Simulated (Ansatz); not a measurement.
Spectroscopic constants of SiP, multiplicity 2 (the spin of the measured ground state). The T1 diagnostic near the minimum is 0.072, so single-reference values are doubtful.

D_e counts from the fitted minimum to each atom's lowest state at the same level, without counterpoise.

The values were computed with Ansatz (a program for electronic structure). Each number belongs to the level named beside it.

Give the bond energy D_e at the level PBE/def2-TZVPP.

3.97 eV

Give the bond energy D_e at the level B3LYP/def2-TZVPP.

3.77 eV

Give the bond energy D_e at the level r2SCAN/def2-TZVPP.

3.74 eV
